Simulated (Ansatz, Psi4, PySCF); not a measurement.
phosphoric acid (H$_{3}$O$_{4}$P), singlet, at a GFN2-xTB geometry. Base run: CCSD(T)/STO-3G (PySCF).

Here is a job for PySCF.
```python
from pyscf import gto, scf, cc

mol = gto.Mole()
mol.atom = '''
    O     0.49639997    0.07749188    1.46274063
    P     0.07763513   -0.00187854   -0.06678288
    O     1.18776102   -0.02874031   -1.02172942
    O    -0.88586825   -1.26330432   -0.10643158
    O    -0.92691551    1.21766505   -0.22393643
    H     1.27103163    0.62878945    1.55130795
    H    -0.37287092   -2.04878771   -0.28441190
    H    -1.03370548    1.42327804   -1.15029845
'''
mol.basis = 'sto-3g'
mol.verbose = 4
mol.build()

mf = scf.RHF(mol)
mf.kernel()

mycc = cc.CCSD(mf)
mycc.kernel()
et = mycc.ccsd_t()
print('E(CCSD(T)) = %.10f' % (mycc.e_tot + et))
```

The same geometry, method and basis name were run in Ansatz (a quantum-chemistry and plane-wave program) and Psi4 and PySCF, at each program's defaults and at the settings that a row names. The base is PySCF at its defaults. Differences at the defaults can come from grids, fitting, cores and function types together.

| code and settings | ΔE vs base (µEh) | basis functions | E (Eh) | SCF cycles |
|---|---|---|---|---|
| PySCF, defaults (exact integrals, spherical functions, all electrons correlated) | 0.0 | 32 | -634.11312 | 9 |
| Psi4, defaults (exact integrals, spherical functions, all electrons correlated) | 0.0 | 32 | -634.11312 | 11 |
| Ansatz, defaults (factorised integrals, spherical functions, frozen core) | 2426 | 32 | -634.11069 | - |
| PySCF, frozen core | 2403 | 32 | -634.11072 | 9 |
| Psi4, exact integrals, spherical functions, frozen core | 2403 | 32 | -634.11072 | 11 |
| Ansatz, high accuracy, frozen core | 2403 | 32 | -634.11072 | - |
